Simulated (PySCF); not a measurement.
C₈H₁₀BF.
Structure used (PBE0-D3(BJ)/def2-SVP), in Å, numbered top down from 1:
```xyz
20
C8H10BF angstrom
C     -2.3612    1.0691   -0.2930
B     -1.4178   -0.1659   -0.0232
C     -2.0118   -1.5822    0.3383
C      0.1398    0.0177   -0.1101
C      1.0240   -1.0520    0.1299
C      2.4044   -0.9060    0.0477
C      2.9218    0.3419   -0.2825
F      4.2397    0.4948   -0.3723
C      2.0960    1.4345   -0.5229
C      0.7193    1.2595   -0.4348
H     -3.4321    0.8216   -0.2895
H     -2.1926    1.8377    0.4835
H     -2.1239    1.5639   -1.2504
H     -1.5993   -1.9560    1.2917
H     -3.1084   -1.6022    0.4085
H     -1.7081   -2.3239   -0.4223
H      0.6214   -2.0345    0.3881
H      3.0882   -1.7365    0.2327
H      2.5438    2.3975   -0.7753
H      0.0739    2.1203   -0.6268
```

Probes without a nucleus sit at each ring's centroid and 1 Å off its mean plane on both sides; NICS is minus the shielding there, NICSzz its component along the normal. Level: GIAO B97-2/pcSseg-1 (PySCF, non-relativistic, gas phase) on the PBE0-D3(BJ)/def2-SVP geometry, one conformer.

Ring bond lengths (Å): C4–C5 1.408, C5–C6 1.391, C6–C7 1.391, C7–C9 1.391, C9–C10 1.391, C10–C4 1.408.

Q: What do the NICS probes read (ppm)?

A: 
```
              ring                                              type  NICS(0)  NICS(1), two faces  NICS(1)zz, two faces  rms pucker (Å)  centre to ring atoms, mean (Å)
C4–C5–C6–C7–C9–C10  6-membered carbocycle; formal bonds all aromatic     -8.9       -10.8 / -10.8         -26.1 / -26.2            0.00                            1.40
```

Q: What can be read from them?

A: 
- C4–C5–C6–C7–C9–C10: mean NICS(1)zz -26.2 ppm, shielded. The ring is flat and has no four-coordinate atom; by the NICS criterion it is aromatic.

Q: And the bond-length index? HOMA = 1 − mean of α(R − Ropt)² over the ring bonds, with Krygowski's 1993 parameters (CC: Ropt 1.388 Å, α 257.7 Å⁻²).

A: 
- C4–C5–C6–C7–C9–C10: HOMA 0.96 = 1 − EN − GEO, with mean bond length 1.397 Å, EN = α(Ropt − mean)² = 0.019 and GEO = α × variance = 0.018. The geometric and the magnetic index point the same way.

Q: At the first NICS(1) probe listed for ring C4–C5–C6–C7–C9–C10, 1 Å off the ring, how large is the induced field along the normal in 1 T applied along it?

A: NICSzz × B0 = -26.1 ppm × 1 T = -26 μT, against the applied field.

Q: How do the values depend on the level or the medium?

A: 
```
              level  NICS(0), C4–C5–C6–C7–C9–C10  mean NICS(1)zz, C4–C5–C6–C7–C9–C10
B97-2/pcSseg-1, gas                         -8.9                               -26.2
 PBE0/pcSseg-1, gas                         -8.9                               -26.3
```

The geometry is the same throughout.
